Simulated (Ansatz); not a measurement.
Reaction (isomerisation): `N[SiH2]C=O` → `CO[Si]N`

Calculated with Ansatz (gas phase, PBE0-D4/def2-TZVP geometries, no zero-point term in ΔE). CBS: MP2 limit from def2 TZ/QZ plus the TZ coupled-cluster correction, frozen cores. Functionals use def2-TZVPP. HSE06 is defined as in plane-wave codes. Each species was taken in one conformer, which may not be the lowest.

`N[SiH2]C=O`:

```xyz
9

N    -0.505    1.103   -0.820
Si    0.006    0.372    0.626
C     0.557   -1.381    0.059
O     0.400   -1.735   -1.085
H    -1.014    1.965   -0.892
H    -0.588    0.516   -1.635
H    -1.037    0.200    1.680
H     1.160    1.049    1.280
H     1.020   -2.089    0.787
```

`CO[Si]N`:

```xyz
9

C     0.606   -1.512    0.521
O     0.203   -0.340   -0.146
Si   -0.594    0.900    0.618
N    -0.753    1.924   -0.736
H     0.136   -2.381    0.054
H     0.332   -1.498    1.583
H     1.691   -1.622    0.445
H    -1.206    2.822   -0.677
H    -0.415    1.708   -1.662
```

```json
{"level": "revPBE-D4", "ΔE (kcal/mol)": "-22.3", "difference from CCSD(T)/CBS": "2.6"}
{"level": "r2SCAN0-D4", "ΔE (kcal/mol)": "-24.4", "difference from CCSD(T)/CBS": "0.5"}
{"level": "HSE06-D4", "ΔE (kcal/mol)": "-24.6", "difference from CCSD(T)/CBS": "0.3"}
{"level": "BHLYP-D4", "ΔE (kcal/mol)": "-25.2", "difference from CCSD(T)/CBS": "-0.3"}
{"level": "BLYP", "ΔE (kcal/mol)": "-24.0", "difference from CCSD(T)/CBS": "0.9"}
{"level": "r2SCANh", "ΔE (kcal/mol)": "-23.7", "difference from CCSD(T)/CBS": "1.2"}
{"level": "HF/def2-SVP", "ΔE (kcal/mol)": "-20.8", "difference from CCSD(T)/CBS": "4.1"}
{"level": "HF/def2-TZVPP", "ΔE (kcal/mol)": "-21.7", "difference from CCSD(T)/CBS": "3.2"}
{"level": "CCSD(T)/def2-TZVPP", "ΔE (kcal/mol)": "-24.7", "difference from CCSD(T)/CBS": "0.2"}
{"level": "MP2/def2-QZVPP", "ΔE (kcal/mol)": "-25.0", "difference from CCSD(T)/CBS": "-0.1"}
{"level": "CCSD(T)/CBS", "ΔE (kcal/mol)": "-24.9", "difference from CCSD(T)/CBS": "0"}
```

Largest T1 diagnostic among the species: 0.014.

In def2-TZVPP, CCSD(T) changes the Hartree–Fock value by −3.0 kcal/mol (the triples alone add +0.3 kcal/mol) and MP2 by −3.1 kcal/mol. From BLYP to BHLYP (50 % exact exchange), in def2-TZVPP and without D4, ΔE moves by −1.2 kcal/mol.
